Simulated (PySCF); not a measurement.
Species: dichloromaleic anhydride, C4Cl2O3.
Bonds: O1–C2 (double), C2–O3, O3–C4, C4–O5 (double), C4–C6, C6–Cl7, C6–C8 (double), C8–Cl9, C2–C8.

Vertical excitations from PySCF (density fitting, frozen core in the response, grid level 2 and gas phase unless stated; continuum runs use non-equilibrium linear response for the excitations) on a GFN2-xTB geometry. Reference run:

```csv
settings,"S1, eV (f)","S2, eV (f)","S3, eV (f)","S4, eV (f)","S5, eV (f)","S6, eV (f)","T1, eV (Tamm–Dancoff)",mean α (au)
"PBE0/def2-SVPD, full TDDFT, 6 singlets",4.00 (0.000),4.39 (0.141),4.42 (0.000),5.50 (0.000),5.61 (0.000),6.10 (0.215),2.88,83.7
```

Problem. What do these settings give: BP86/def2-SVPD, level shift 0.2 Eh, full TDDFT, 12 singlets?

Solution. 
| settings | S1, eV (f) | S2, eV (f) | S3, eV (f) | S4, eV (f) | S5, eV (f) | S6, eV (f) | T1, eV (Tamm–Dancoff) | mean α (au) |
| --- | --- | --- | --- | --- | --- | --- | --- | --- |
| BP86/def2-SVPD, level shift 0.2 Eh, full TDDFT, 12 singlets | 3.32 (0.000) | 3.74 (0.000) | 3.79 (0.086) | 4.56 (0.000) | 4.73 (0.000) | 5.38 (0.145) | 2.72 | 87.5 |

S1 moves by -0.68 eV (BP86 has no exact exchange, PBE0 25 % exact exchange). States are counted by energy in each run and needn't keep their character from row to row.

Problem. Which orbital pairs make up S1 in each run, and how does it sit against the orbital gap?

Solution. 
```tsv
settings	S1 configurations (weight)	S1 (eV)	orbital gap (eV)	S1 − gap (eV)
PBE0/def2-SVPD, full TDDFT, 6 singlets	H−1→L 0.98	4.00	5.06	-1.06
BP86/def2-SVPD, level shift 0.2 Eh, full TDDFT, 12 singlets	H−1→L 1.00	3.32	3.09	+0.23
```

